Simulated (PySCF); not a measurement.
C₆ coefficients of unlike pairs at PBE0

Calculated with PySCF 2.14 from the dipole response of each species, C₆(A,B) = (3/π) ∫ α_A(iu) α_B(iu) du, in atomic units, from isotropic polarisabilities. For ions this is the dispersion term alone; charge-induced terms of lower order in 1/R come first.

```csv
species,configuration,basis,relativity,α (bohr³),C₆ (like pair)
Ne(2+),[He] 2s2 2p4 (3P),aug-cc-pCVTZ-DK (7s6p4d2f),spin-free X2C,0.8575,1.088
B+,[He] 2s2 (1S),aug-cc-pwCVDZ (5s4p2d),none,10.83,29.41
Mn,[Ar] 3d5 4s2 (6S),"x2c-TZVPPall with one added diffuse shell each of s, p, d, f type (7s6p5d3f1g)",spin-free X2C,76.32,731.3
Sn+,[Kr] 4d10 5s2 5p1 (2P),"x2c-QZVPPall with one added diffuse shell each of s, p, d, f type (14s10p8d5f1g)",spin-free X2C,27.37,213.4
```

Q: Estimate C₆ for Mn with B+.

A: The integral gives 140.6. The combination rule 2 C_A C_B / (C_A α_B/α_A + C_B α_A/α_B) gives 138.3 and the geometric mean 146.7.

No spin-orbit coupling is included.

The other pairs:

```csv
pair,C₆
"B+, Ne(2+)",4.030
"Sn+, B+",78.49
"Sn+, Ne(2+)",12.20
"Sn+, Mn",369.7
"Mn, Ne(2+)",17.08
```
